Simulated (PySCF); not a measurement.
CH₄N₂O₂Si, SMILES N#CO[Si@H](O)N.

Geometry: TPSSh-D3(BJ)/def2-SVP. The structure was generated by enumeration; whether it is a known compound was not checked. One conformer was computed; it need not be the lowest.

All values below come from SMD-M06-2X/def2-SVP (PySCF).

Solvation free energies are E(SMD) − E(gas) at the gas-phase geometry, for 1 M in both phases. In vacuum the dipole moment is 4.60 D.

```json
[
 {"solvent": "water", "ΔG(solv) (kcal/mol)": "-6.8", "its non-electrostatic (CDS) part": "6.0", "dipole (D)": "5.45"},
 {"solvent": "cyclohexanone", "ΔG(solv) (kcal/mol)": "-6.4", "its non-electrostatic (CDS) part": "2.4", "dipole (D)": "5.52"},
 {"solvent": "dimethylsulfoxide", "ΔG(solv) (kcal/mol)": "-6.6", "its non-electrostatic (CDS) part": "2.9", "dipole (D)": "5.58"}
]
```
